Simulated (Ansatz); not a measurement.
`[NH2][Ga]([F])[Cl]` + H₂ → `[F][GaH][Cl]` + NH₃ at 600 K and 1 bar (hydrogenolysis of a Ga–N bond).

Computed with Ansatz on PBE0-D4/def2-TZVP structures; ΔE is electronic, products minus reactants. CBS: MP2 limit from def2 TZ/QZ plus the TZ coupled-cluster correction, frozen cores. This one scheme is used for every species. For Ga outer-core shells are correlated without core-valence functions, which leaves a few kJ/mol of doubt a bond. Scalar relativity is left out up to krypton. One conformer a species, not always the lowest.

```
             species  CCSD(T)/CBS energy (Eh)  H − E (kJ/mol)  S (J/(mol·K))
`[NH2][Ga]([F])[Cl]`              -2539.54166           123.4          402.9
                  H₂                 -1.17544            43.9          150.8
      `[F][GaH][Cl]`              -2484.20089            60.4          341.3
                 NH₃                -56.50880           112.4          219.5
```

H − E and S are ideal-gas, rigid-rotor, harmonic terms from PBE0-D4/def2-TZVP, for one conformer and one mirror image of each species. The MP2-based limit puts H₂ 0.8 mEh under its directly extrapolated value; such offsets cancel only in part. 1 Eh = 2625.50 kJ/mol, R = 8.31446 J/(mol·K).

By hand: ΔE, ΔH, ΔS and ΔG.

ΔE = (-2484.20089) + (-56.50880) − (-2539.54166) − (-1.17544) = 0.00741 Eh = 19.5 kJ/mol. Δ(H − E) = 60.4 + 112.4 − 123.4 − 43.9 = 5.5, so ΔH = 25.0 kJ/mol. ΔS = 341.3 + 219.5 − 402.9 − 150.8 = 7.1 J/(mol·K). ΔG = 25.0 − 600 × (7.1)/1000 = 20.7 kJ/mol.

By hand: the equilibrium constant, and the temperature at which ΔG would vanish if ΔH and ΔS stayed fixed.

log₁₀ K = −ΔG/(RT ln 10) = -1.8. ΔG = 0 at ΔH/ΔS = 3521 K, far beyond where these terms or the molecules hold.

The number of gas molecules stays the same, so ΔS is small and ΔH decides. A doubt of 5 kJ/mol in ΔE shifts log₁₀ K by 0.4 here. Other conformers and mirror images would add mixing entropy, several J/(mol·K) or more a flexible species. These are equilibria of isolated gas molecules and say nothing of rates. Largest T1 diagnostic: 0.013 (customary marks: 0.02 for closed shells, 0.045 for open ones).
